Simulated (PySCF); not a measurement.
Start geometry of `C[O][InH2]` from GFN2-xTB (Å):
```
atom  x, y, z in Å
C1    -1.2845   -0.2090   -0.1834
O2    -0.0467   -0.7846   -0.0338
In3    1.6505    0.1430    0.2218
H4    -1.2272    0.9185   -0.1535
H5    -1.9740   -0.5347    0.6003
H6    -1.7319   -0.4726   -1.1569
H7     2.9679   -0.9477    0.3741
H8     1.7010    1.8680    0.2790
```

**Question.** What comes out of this run: PySCF 2.14.0, PBE0-D3(BJ)/def2-SVP geometry optimisation, gas phase, def2 core potentials past Kr?

**Answer.** 
```
atom  x, y, z in Å
C1    -1.263   -0.196   -0.186
O2    -0.027   -0.809   -0.026
In3    1.714    0.151    0.230
H4    -1.234    0.913   -0.127
H5    -1.978   -0.537    0.589
H6    -1.711   -0.451   -1.166
H7     3.015   -0.952    0.366
H8     1.536    1.863    0.264
```

The energy falls by 6.7 kJ/mol over 7 energy and gradient evaluations, the largest force component goes from 0.0224 to 1.3e-04 Eh/bohr, and the atoms move by 0.065 Å rms after alignment. The bond that changes most is O2–In3 (ends: oxygen bonded to C and In; indium bonded to O and 2 H), which lengthens by 0.053 Å. Bonds longer at the end by more than 0.005 Å: 3 of 7; shorter: 2. Among the angles that change most is H7–In3–H8, from 127.5° to 135.9°. Rotational constants go from 36685, 3137, 2943 to 35029, 3040, 2847 MHz. The orientation of the end geometry is arbitrary; only internal coordinates are fixed.

The run used 79 basis functions and 46 SCF cycles in all.

No frequency check. The numbers are those of one conformer.
